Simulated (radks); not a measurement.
The numbers below are computed, except where a source is named.
Task: Ba III, 54 electrons, occupied as [Xe]. Level of theory: Dirac Kohn-Sham, LB94 model potential, spin-unpolarised, spherical densities, finite nucleus; Fermi nuclear charge, rms radius 4.8378 fm (a radial shooting solver on a logarithmic mesh with Libxc functionals). Some entries of the table are withheld. Estimate them.

orbital  occ.  eigenvalue (hartree)  <1/r> (bohr^-1)  r(max) (bohr)
1s1/2       2             -1374.674            60.75        0.01642
2s1/2       2             -218.3252            14.27        0.09293
2p1/2       2             -205.9477            14.28        0.07093
2p3/2       4             -191.7763            13.02        0.07604
3s1/2       2             -46.92890            5.115         0.2667
3p1/2       2                   (1)            5.037         0.2532
3p3/2       4                   (2)            4.727         0.2644
3d3/2       4             -29.66304            4.597            (3)
3d5/2       6             -29.07833            4.518            (4)
4s1/2       2              -9.72578            2.100         0.6251
4p1/2       2                   (5)            1.998            (6)
4p3/2       4                   (7)            1.893            (8)
4d3/2       4              -4.14140            1.676         0.6922
4d5/2       6              -4.04368            1.650         0.7006
5s1/2       2              -1.92087           0.8276          1.450
5p1/2       2              -1.41285           0.7218          1.604
5p3/2       4              -1.32997           0.6830          1.680
4f5/2       0              -0.67431            1.049            (9)
4f7/2       0              -0.66629            1.039           (10)
6s1/2       0              -0.66188           0.3525          3.448

Result: 
(1) 3p1/2 eigenvalue (hartree): -41.66956
(2) 3p3/2 eigenvalue (hartree): -38.94260
(3) 3d3/2 r(max) (bohr): 0.2130
(4) 3d5/2 r(max) (bohr): 0.2162
(5) 4p1/2 eigenvalue (hartree): -7.82508
(6) 4p1/2 r(max) (bohr): 0.6372
(7) 4p3/2 eigenvalue (hartree): -7.25678
(8) 4p3/2 r(max) (bohr): 0.6623
(9) 4f5/2 r(max) (bohr): 0.8081
(10) 4f7/2 r(max) (bohr): 0.8138
